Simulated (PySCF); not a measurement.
Ligands exchanged one at a time, Sn F-OCH3. All species are isolated molecules in the gas phase. One relaxed conformer stands for each flexible species; it need not be the lowest. Strings in code marks are SMILES.

The four lowest singlet excitations (Tamm–Dancoff). These are PBE-D3(BJ)/def2-TZVP // PBE0-D3(BJ)/def2-SVP (PySCF) values and carry that method's errors. Excitations are Tamm–Dancoff values on a coarser integration grid. The basis has no diffuse functions, so Rydberg states are missing or too high.

```tsv
state	energy (eV)	wavelength (nm)	oscillator strength
S1	3.57	347	0.000
S2	3.84	323	0.009
S3	4.74	262	0.146
S4	4.90	253	0.049
```

Problem. Which member gives these states?
A) `C[O][Sn]([O]C)([O]C)[O]C`
B) `C[O][Sn]([F])([F])[O]C` (C–O–Sn–F torsion 56°, F–Sn–O–C torsion -58°)
C) `C[O][Sn]([F])([O]C)[O]C`
D) `C[O][Sn]([F])([F])[F]`

Solution. B, `C[O][Sn]([F])([F])[O]C` (C–O–Sn–F torsion 56°, F–Sn–O–C torsion -58°)
